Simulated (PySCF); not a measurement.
In(F)(Cl)(vinyl) (C₂H₃ClFIn), SMILES C=[CH][In]([Cl])[F]. Coordinates come from a B3LYP-D3(BJ)/def2-SVP optimisation. The structure was generated by enumeration; whether it is a known compound was not checked. The def2 effective core potentials stand for the cores of In; spin–orbit coupling is left out. One conformer was computed; it need not be the lowest.

**Question.** Give the equilibrium geometry at B3LYP-D3(BJ)/def2-SVP (PySCF confirms it by a frequency run) as bond lengths and angles, and its point group. (An estimate is asked for; the answer gives what the named calculation found.)

**Answer.** One answer among several that fit: point group Cs.
Atoms: In1 F2 Cl3 C4 C5 H6 H7 H8. Bonds (Å): In1–F2 1.963, In1–Cl3 2.359, In1–C4 2.131, C4–C5 1.338, C4–H6 1.095, C5–H7 1.098, C5–H8 1.095. Angles (°): F2–In1–Cl3 111.7, F2–In1–C4 126.5, Cl3–In1–C4 121.7, In1–C4–C5 120.0, In1–C4–H6 119.0, C5–C4–H6 121.0, C4–C5–H7 121.4, C4–C5–H8 122.6, H7–C5–H8 116.0.
Charge 0, spin multiplicity 1.
